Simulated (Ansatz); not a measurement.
Consider the silylene formation by 1,1-elimination: `O[SiH2][AsH2]` → arsine + `O[SiH]`.

Computed with Ansatz on PBE0-D4/def2-TZVP structures; ΔE is electronic, products minus reactants. CCSD(T)/CBS adds triple-zeta CCSD(T) − MP2 to the extrapolated MP2 energy (def2 sets, frozen cores). This one scheme is used for every species. DFT in def2-TZVPP. For As outer-core shells are correlated without core-valence functions, which leaves a few kJ/mol of doubt a bond. Scalar relativity is left out up to krypton. One conformer a species, not always the lowest.

```csv
level,ΔE (kJ/mol),difference from CCSD(T)/CBS
LDA (SPW92),228.9,17.7
r2SCAN0-D4,232.1,20.9
BHLYP-D4,217.4,6.2
BLYP,171.8,-39.4
r2SCAN,223.9,12.7
r2SCAN0,229.8,18.6
BHLYP,205.5,-5.7
RPA@PBE/def2-TZVPP,182.9,-28.3
MP2/def2-SVP,201.8,-9.4
SCS-MP2/def2-QZVPP,213.8,2.6
CCSD(T)/CBS,211.2,0
```

Largest T1 diagnostic among the species: 0.016.

Leaving LDA and LC-ωPBE aside and taking each functional with its dispersion term where it has one, the values, not all of them listed here, spread over 43.8 kJ/mol, from BLYP-D4 to r2SCAN0-D4. LDA lies +28.1 kJ/mol from PBE without D4. The D4 term adds +13.0 kJ/mol with B3LYP and +6.9 kJ/mol with PBE0; it sums over pairs of atoms, weighted by their polarisabilities, and B3LYP, whose exchange is more repulsive, gets the larger term. From BLYP to BHLYP (50 % exact exchange), in def2-TZVPP and without D4, ΔE moves by +33.6 kJ/mol.

B3LYP here is the variant with VWN-RPA as its local correlation; programs differ in this.
